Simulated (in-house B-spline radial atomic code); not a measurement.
A fraction x of an electron is moved 5p → 5d in Tm⁵⁺, starting from [Kr] 4d10 4f11 5s2 5p5 and keeping the highest spin. Method: scalar-relativistic (X2C) wB97X, spin-polarised, spherical fractional occupations, Fermi nucleus of rms radius 5.2256 fm. Calculated with a radial B-spline atomic code at the basis-set limit.

Caution: exact exchange at fractional occupations of open shells leaves self-interaction of up to several eV.

```json
{"x": "0", "E(x) - E(0) (eV)": "0.0000", "5p down level (eV)": "-88.513", "5d up level (eV)": "-"}
{"x": "0.125", "E(x) - E(0) (eV)": "5.0323", "5p down level (eV)": "-88.231", "5d up level (eV)": "-48.358"}
{"x": "0.25", "E(x) - E(0) (eV)": "9.9681", "5p down level (eV)": "-87.944", "5d up level (eV)": "-48.844"}
{"x": "0.375", "E(x) - E(0) (eV)": "?", "5p down level (eV)": "?", "5d up level (eV)": "?"}
{"x": "0.5", "E(x) - E(0) (eV)": "?", "5p down level (eV)": "?", "5d up level (eV)": "?"}
{"x": "0.625", "E(x) - E(0) (eV)": "24.1949", "5p down level (eV)": "-87.063", "5d up level (eV)": "-50.288"}
{"x": "0.75", "E(x) - E(0) (eV)": "28.7433", "5p down level (eV)": "-86.764", "5d up level (eV)": "-50.764"}
{"x": "0.875", "E(x) - E(0) (eV)": "33.1949", "5p down level (eV)": "-86.463", "5d up level (eV)": "-51.237"}
{"x": "1", "E(x) - E(0) (eV)": "37.5500", "5p down level (eV)": "-86.162", "5d up level (eV)": "-51.706"}
```

Q: What belongs in the row x = 0.375?

A: An energy change of 14.8073 eV; 5p down at -87.654 eV, 5d up at -49.327 eV.

Q: What belongs in the row x = 0.5?

A: An energy change of 19.5496 eV; 5p down at -87.360 eV, 5d up at -49.809 eV.

Q: Check Janak's theorem between x = 0.125 and 0.25.

A: The slope of the energy is 39.49 eV; the orbital levels give 39.49 eV (ε of the receiving orbital less ε of the emptying one, averaged over the two points).
